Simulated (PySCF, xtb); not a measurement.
GeHCl₃, SMILES [Cl][GeH]([Cl])[Cl].

GFN2-xTB (xtb 6.7.1) at its own geometry gives an orbital gap of 6.37 eV and a dipole moment of 1.33 D.

Geometry: B3LYP-D3(BJ)/def2-SVP. The isomer is the one that the SMILES or the coordinates give; other isomers of the formula were not compared.

Q: What does PySCF with r2SCAN/def2-TZVP give? (Estimate from the structure and the level; the computed values follow.)

A: gap 5.88 eV (levels -8.34 and -2.45 eV), dipole 1.50 D.
